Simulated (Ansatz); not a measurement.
A structure relaxed at PBE0-D4/def2-SVP in Ansatz, charge 0, doublet:

Cartesian coordinates in Å:
```
Na -2.210 -0.729 -1.590
Na -1.413 -0.860 2.282
Na -0.153 0.745 0.057
Na 1.568 0.104 -2.340
Na 2.365 -0.029 1.532
F -0.476 0.277 -2.095
F 2.025 0.632 -0.395
F 0.392 0.133 2.126
F -2.098 -0.274 0.422
```

**Question.** Give its formula and point group.

**Answer.** Na₅F₄. Point group C4v (tolerance 0.1 Å).

**Question.** Summarise the bond lengths by kind (pairs closer than 1.2 times the sum of covalent radii, bridged metal pairs left out).

**Answer.** 12 × F–Na 2.07 to 2.23 Å.

The structure comes from a short search, and lower isomers may exist.
